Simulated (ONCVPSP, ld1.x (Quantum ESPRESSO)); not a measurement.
## Pseudopotentials across the periodic table

Generated with ld1.x 7.5 (TM, RRKJ, ultrasoft, PAW), atompaw 4.2 or ONCVPSP 4.0.1. The cutoff is in Ry: for ld1.x and atompaw files where the sum of valence levels is converged to 10 mRy in a Bessel basis, for ONCV files where the hardest occupied wave has 1 mHa per electron of residual kinetic energy. The error is the largest all-electron minus pseudo excitation energy over each file’s own four to seven test configurations (ionisations up to +4, promotions, holes and added fractions of an electron), all of which were solved. The labels leave out finer settings (local radius, basis sizes, second energies), which also bear on the numbers. Spin-polarised tests are not counted. The rows are a selection from randomly drawn settings: files with unsolved tests, undetermined cutoffs or missed reference levels are left out.

A true bound ghost makes a file unfit for plane-wave use even where its test errors are small: the radial tests pick states by their node count and pass the ghost by.

| element | potential | cutoff (Ry) | largest error (meV) | bound ghosts |
| --- | --- | --- | --- | --- |
| Ag | ONCV, PBE, scalar-relativistic, rc 2.65/1.20/1.45 (spd), local smoothed, core correction yes, reference 4p6 4d10 5s1, qcut 2.4/13.8/9.5, projectors 2/2/3 | 117 | -26 | s |
| W | ONCV, PBE, scalar-relativistic, rc 1.50/1.60/2.55 (spd), local smoothed, core correction yes, reference 5s2 5p6 5d4 6s2, qcut 8.4/7.9/5.3, projectors 2/1/2 | 52 | +78 | none |
| Re | TM, PBEsol, fully relativistic, rc 2.50/3.15/1.70/3.15 (spdf), local s, core correction yes, reference 5d5 6s1.5 6p0.5 | 35 | -148 | none |
| Hg | ONCV, PBE, scalar-relativistic, rc 1.60/1.00/1.95/1.65 (spdf), local smoothed, core correction no, reference 5s2 5p6 5d10 6s2, qcut 8.9/8.7/6.3/6.5, projectors 2/3/2/2 | 134 | -23 | s, p, d |
| Tl | ONCV, LDA (Perdew-Wang 92), scalar-relativistic, rc 1.40/1.55/2.05 (spd), local smoothed, core correction yes, reference 5s2 5p6 5d10 6s2, qcut 7.2/7.6/7.7, projectors 2/1/1 | 49 | +846 | none |

Task: Fill in the row for Ir: ONCV, LDA (Perdew-Zunger), scalar-relativistic, rc 1.80/1.55/2.20 (spd), local smoothed, core correction no, reference 5s2 5p6 5d7 6s1, qcut 5.9/10.7/5.6, projectors 2/3/1.

Result: cutoff 66 Ry, largest error -15 meV, bound ghosts: none.

Task: Fill in the row for Ta: PAW, PBE, scalar-relativistic, rc 2.60/4.15/2.80 (spd), local smoothed, core correction yes, reference 5d4 6s1 6p0.

Result: cutoff 12 Ry, largest error -59 meV, bound ghosts: none.

Task: Fill in the row for Rb: ONCV, PBEsol, scalar-relativistic, rc 2.30/2.25/2.25 (spd), local smoothed, core correction no, reference 4s2 4p6 5s0.75, qcut 6.5/5.8/4.3, projectors 2/2/2.

Result: cutoff 23 Ry, largest error -0.1 meV, bound ghosts: none.
